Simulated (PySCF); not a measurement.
CH4AlClSe. Atoms are numbered in the order given.

```xyz
8

Al    -0.4127     0.6616     0.0000
Cl     1.1962     2.0345     0.0000
C     -2.2483     1.3004     0.0000
H     -2.4323     1.9306    -0.8867
H     -2.9850     0.4821     0.0000
H     -2.4323     1.9306     0.8867
Se     0.2222    -1.5680     0.0000
H     -1.1843    -2.0206     0.0000
```
Charge 0, spin multiplicity 1.

Geometry optimised at B3LYP-D3(BJ)/def2-SVP. The structure was generated by enumeration; whether it is a known compound was not checked. The values are those of a single conformer.

Level of theory: PBE/pcSseg-1 run with PySCF.

GIAO shieldings, no solvent; atoms alike by connectivity are averaged. δ = σ(ref) − σ: ³⁵Cl against HCl (σ = 936.5 ppm); ¹³C against TMS (σ = 182.0 ppm); ¹H against TMS (σ = 31.49 ppm); ⁷⁷Se against Me2Se (σ = 1634.8 ppm), references at their B3LYP-D3(BJ)/def2-TZVP geometries, non-relativistic (without spin–orbit terms, shifts of atoms bonded to Cl or Br come out too high).

Computed chemical shifts:
```json
[
 {"nucleus": "³⁵Cl", "atoms": "Cl2", "count": "1", "δ (ppm)": "83.3"},
 {"nucleus": "¹³C", "atoms": "C3", "count": "1", "δ (ppm)": "-1.8"},
 {"nucleus": "¹H", "atoms": "H8", "count": "1", "δ (ppm)": "1.11"},
 {"nucleus": "¹H", "atoms": "H4, H5, H6", "count": "3", "δ (ppm)": "0.34"},
 {"nucleus": "⁷⁷Se", "atoms": "Se7", "count": "1", "δ (ppm)": "-356.2"}
]
```
